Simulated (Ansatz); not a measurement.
Consider the hydrogenolysis of a C–C bond: `Cc1ccnc(C)c1` + H₂ → `Cc1ccncc1` + CH₄.

Computed with Ansatz on PBE0-D4/def2-TZVP structures; ΔE is electronic, products minus reactants. CCSD(T)/CBS adds triple-zeta CCSD(T) − MP2 to the extrapolated MP2 energy (def2 sets, frozen cores). This one scheme is used for every species. Functionals use def2-TZVPP.

```json
{"level": "LDA (SPW92)", "ΔE (kJ/mol)": "-41.0"}
{"level": "PBE0", "ΔE (kJ/mol)": "-55.2"}
```

What does CCSD(T)/CBS give? (An estimate is asked.)

The calculation gave: -50.1 kJ/mol. The listed levels differ from it by 9.1, -5.1 kJ/mol.

Largest T1 diagnostic among the species: 0.012.

The D4 term adds +9.7 kJ/mol with B3LYP and +5.5 kJ/mol with PBE0; it sums over pairs of atoms, weighted by their polarisabilities, and B3LYP, whose exchange is more repulsive, gets the larger term. Leaving LDA and LC-ωPBE aside and taking each functional with its dispersion term where it has one, the values, not all of them listed here, spread over 14.6 kJ/mol, from B2PLYP to revPBE-D4. LDA lies +12.4 kJ/mol from PBE without D4. In def2-TZVPP, CCSD(T) changes the Hartree–Fock value by +19.6 kJ/mol (the triples alone add +4.4 kJ/mol) and MP2 by +24.5 kJ/mol.

B3LYP here is the variant with VWN-RPA as its local correlation; programs differ in this.
